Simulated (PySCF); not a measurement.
A geometry optimisation, step by step.

Species: CH7GeNOSi.
Bonds: O1–C2 (double), C2–N3, N3–Si4, Si4–Ge5. Hydrogens: H6 on C2; H7 on N3; H8, H9 on Si4; H10, H11, H12 on Ge5.

Method: PBE0-D3(BJ)/def2-SVP geometry optimisation, gas phase in PySCF 2.14.0; density fitting, grid level 1; the optimiser is geomeTRIC in internal coordinates, started from a GFN2-xTB structure with every atom displaced at random (about 0.01 Å). The frame can shift and turn from step to step; on so coarse a grid that alone can change the energy by a few meV, and forces under 0.02 eV/Å are noise.

Step 0: E = -69055.9440 eV, largest atomic force 2.001 eV/Å
```
atom  x, y, z in Å  |  force x, y, z in eV/Å
O1     -0.771    1.359    0.841   -0.363   0.181   0.047
C2     -1.655    0.652    0.391    0.040   0.426   0.332
N3     -1.434   -0.471   -0.299    1.952   0.394   0.192
Si4     0.263   -1.027   -0.632   -1.643  -0.260  -0.024
Ge5     1.684    0.506    0.303    0.852   0.291   0.670
H6     -2.724    0.895    0.533   -0.275   0.138   0.081
H7     -2.208   -0.989   -0.603   -1.438  -0.840  -0.520
H8      0.252   -1.139   -2.098    0.351  -0.117  -0.492
H9      0.231   -2.378   -0.041    0.382  -0.408   0.081
H10     1.643    0.629    1.808   -0.196  -0.192   0.460
H11     1.643    1.882   -0.257   -0.195   0.762  -0.567
H12     3.116    0.053    0.045    0.534  -0.377  -0.260
```

Step 1: E = -69056.2320 eV, largest atomic force 0.385 eV/Å
```
atom  x, y, z in Å  |  force x, y, z in eV/Å
O1     -0.900    1.440    0.868   -0.066   0.086   0.033
C2     -1.731    0.686    0.411    0.004   0.050   0.024
N3     -1.449   -0.448   -0.280   -0.090  -0.333  -0.172
Si4     0.217   -1.021   -0.624   -0.225   0.129   0.063
Ge5     1.767    0.511    0.311    0.326   0.131   0.047
H6     -2.823    0.880    0.531   -0.016  -0.015  -0.003
H7     -2.256   -0.988   -0.594    0.210   0.184   0.095
H8      0.340   -1.143   -2.108    0.031  -0.034  -0.008
H9      0.339   -2.387   -0.033    0.029  -0.048  -0.018
H10     1.670    0.566    1.845   -0.048  -0.015  -0.073
H11     1.678    1.914   -0.318   -0.039  -0.129   0.030
H12     3.189   -0.038   -0.017   -0.117  -0.006  -0.017
```

Step 2: E = -69056.2026 eV, largest atomic force 0.606 eV/Å
```
atom  x, y, z in Å  |  force x, y, z in eV/Å
O1     -1.137    1.564    0.919    0.314  -0.452  -0.253
C2     -1.825    0.703    0.417   -0.284   0.449   0.231
N3     -1.428   -0.412   -0.254    0.255  -0.155  -0.066
Si4     0.231   -0.994   -0.604   -0.217   0.212   0.128
Ge5     1.853    0.488    0.299    0.168  -0.031  -0.021
H6     -2.937    0.778    0.473   -0.088  -0.049  -0.021
H7     -2.209   -0.975   -0.579    0.023  -0.020  -0.013
H8      0.346   -1.124   -2.089    0.028  -0.003   0.002
H9      0.348   -2.366   -0.022    0.018   0.000  -0.005
H10     1.778    0.541    1.830   -0.065   0.030   0.004
H11     1.784    1.884   -0.330   -0.063   0.013   0.015
H12     3.237   -0.114   -0.068   -0.089   0.006   0.000
```

Step 3: E = -69056.2318 eV, largest atomic force 0.332 eV/Å
```
atom  x, y, z in Å  |  force x, y, z in eV/Å
O1     -1.028    1.506    0.904    0.143  -0.239  -0.156
C2     -1.783    0.694    0.415   -0.117   0.255   0.141
N3     -1.437   -0.429   -0.268    0.135  -0.166  -0.072
Si4     0.225   -1.006   -0.614   -0.252   0.186   0.110
Ge5     1.814    0.499    0.304    0.242   0.037   0.013
H6     -2.888    0.825    0.497   -0.055  -0.033  -0.013
H7     -2.228   -0.982   -0.589    0.054   0.043   0.013
H8      0.341   -1.130   -2.099    0.042  -0.027   0.002
H9      0.341   -2.375   -0.025    0.037  -0.023  -0.022
H10     1.729    0.553    1.836   -0.065   0.013  -0.032
H11     1.737    1.898   -0.326   -0.060  -0.049   0.024
H12     3.216   -0.080   -0.044   -0.106   0.004  -0.008
```

Step 4: E = -69056.2407 eV, largest atomic force 0.338 eV/Å
```
atom  x, y, z in Å  |  force x, y, z in eV/Å
O1     -0.987    1.479    0.868   -0.118   0.088   0.055
C2     -1.786    0.693    0.411    0.335   0.041  -0.010
N3     -1.445   -0.436   -0.268   -0.116  -0.099  -0.029
Si4     0.218   -0.998   -0.606   -0.070   0.095   0.065
Ge5     1.816    0.504    0.309    0.045  -0.046  -0.017
H6     -2.889    0.842    0.511    0.030  -0.013  -0.002
H7     -2.233   -0.988   -0.587   -0.068  -0.089  -0.052
H8      0.348   -1.127   -2.090    0.014  -0.016  -0.002
H9      0.350   -2.369   -0.022    0.004  -0.005  -0.015
H10     1.719    0.557    1.837   -0.029   0.018   0.022
H11     1.724    1.896   -0.322   -0.027   0.039  -0.009
H12     3.205   -0.083   -0.049   -0.001  -0.013  -0.007
```

Step 5: E = -69056.2429 eV, largest atomic force 0.150 eV/Å
```
atom  x, y, z in Å  |  force x, y, z in eV/Å
O1     -0.942    1.469    0.860   -0.005  -0.036  -0.021
C2     -1.750    0.690    0.408   -0.144   0.007  -0.021
N3     -1.452   -0.449   -0.275    0.115   0.070   0.066
Si4     0.211   -1.002   -0.607    0.034  -0.029  -0.011
Ge5     1.797    0.510    0.312    0.017  -0.029  -0.008
H6     -2.848    0.858    0.521    0.002   0.010   0.010
H7     -2.249   -0.993   -0.589   -0.043   0.007   0.006
H8      0.350   -1.132   -2.091    0.012  -0.015  -0.003
H9      0.350   -2.372   -0.024    0.004  -0.008  -0.013
H10     1.689    0.563    1.840   -0.009   0.011   0.016
H11     1.694    1.900   -0.321   -0.006   0.029  -0.012
H12     3.189   -0.070   -0.042    0.023  -0.018  -0.009
```

Step 6: E = -69056.2447 eV, largest atomic force 0.022 eV/Å
```
atom  x, y, z in Å  |  force x, y, z in eV/Å
O1     -0.969    1.481    0.862   -0.002  -0.002  -0.013
C2     -1.767    0.694    0.407    0.001   0.008   0.011
N3     -1.449   -0.444   -0.270    0.013  -0.015   0.005
Si4     0.215   -1.000   -0.604   -0.011   0.016   0.010
Ge5     1.809    0.507    0.309    0.021  -0.007  -0.004
H6     -2.868    0.849    0.516   -0.001   0.002  -0.006
H7     -2.243   -0.993   -0.584   -0.005  -0.001   0.002
H8      0.353   -1.133   -2.088    0.004  -0.006   0.001
H9      0.352   -2.371   -0.022   -0.001  -0.005  -0.005
H10     1.701    0.565    1.837   -0.007   0.011  -0.004
H11     1.708    1.898   -0.326   -0.004   0.000   0.002
H12     3.199   -0.080   -0.046   -0.007  -0.001   0.001
```

Step 7: E = -69056.2447 eV, largest atomic force 0.034 eV/Å
```
atom  x, y, z in Å  |  force x, y, z in eV/Å
O1     -0.970    1.487    0.852   -0.006   0.002   0.008
C2     -1.769    0.695    0.406    0.016   0.016  -0.025
N3     -1.449   -0.446   -0.266   -0.005  -0.015   0.011
Si4     0.215   -1.000   -0.601   -0.001   0.006   0.005
Ge5     1.810    0.507    0.308    0.002  -0.004  -0.006
H6     -2.869    0.849    0.513    0.001  -0.003   0.003
H7     -2.243   -0.997   -0.578   -0.002  -0.007   0.003
H8      0.354   -1.136   -2.085    0.001  -0.001   0.002
H9      0.354   -2.371   -0.020   -0.002  -0.002  -0.001
H10     1.700    0.569    1.837   -0.003   0.009   0.000
H11     1.707    1.897   -0.328    0.001   0.000  -0.002
H12     3.199   -0.082   -0.047   -0.002  -0.001   0.003
```

Step 8: E = -69056.2447 eV, largest atomic force under 0.02 eV/Å
```
atom  x, y, z in Å  |  force x, y, z in eV/Å
O1     -0.971    1.489    0.846   -0.002   0.008   0.004
C2     -1.769    0.696    0.403    0.010   0.000  -0.014
N3     -1.449   -0.448   -0.264   -0.012  -0.005   0.008
Si4     0.215   -1.001   -0.599    0.006  -0.003   0.000
Ge5     1.811    0.508    0.307   -0.009  -0.002  -0.002
H6     -2.870    0.849    0.512    0.001   0.000  -0.001
H7     -2.243   -1.000   -0.573    0.002  -0.005   0.004
H8      0.355   -1.140   -2.082   -0.001   0.002   0.002
H9      0.354   -2.372   -0.016   -0.001  -0.001   0.002
H10     1.699    0.576    1.835    0.001   0.006   0.000
H11     1.708    1.897   -0.332    0.003   0.000  -0.005
H12     3.199   -0.083   -0.046    0.003   0.000   0.003
```

Problem. Summarise the path.

Solution. The energy falls by 6.93 kcal/mol from step 0 to step 8; nine tenths of that is first reached at step 1. It rises by more than 0.2 meV at step 2. The largest force goes from 2.001 to under 0.02 eV/Å. Among the bonds Si4–Ge5 changes most, from 2.290 to 2.376 Å; the atoms move by 0.127 Å rms after alignment.

Problem. Follow the three bonds and two angles with the largest change from start to end.

Solution. 
```csv
step,E above end (kcal/mol),largest force (eV/Å),Si4–Ge5 (Å),Ge5–H11 (Å),N3–H7 (Å),N3–Si4–H9 (°),N3–Si4–H8 (°)
0,6.93,2.001,2.290,1.486,0.980,100.8,101.5
1,0.29,0.385,2.371,1.540,1.022,107.0,107.0
2,0.97,0.606,2.375,1.533,1.016,107.1,107.1
3,0.30,0.332,2.373,1.536,1.017,106.9,106.8
4,0.09,0.338,2.376,1.530,1.013,107.2,107.2
5,0.04,0.150,2.376,1.531,1.014,107.3,107.3
6,0.00,0.022,2.376,1.533,1.015,107.4,107.4
7,0.00,0.034,2.376,1.533,1.015,107.4,107.5
8,0.00,under 0.02,2.376,1.533,1.015,107.3,107.6
```

What follows is the cost of the whole optimisation. Time: 1.8 min of wall time; peak memory 0.53 GiB. Hardware: one thread of an Arm Neoverse N1, no GPU, shared host with 64 logical CPUs at a one-minute load of 60.
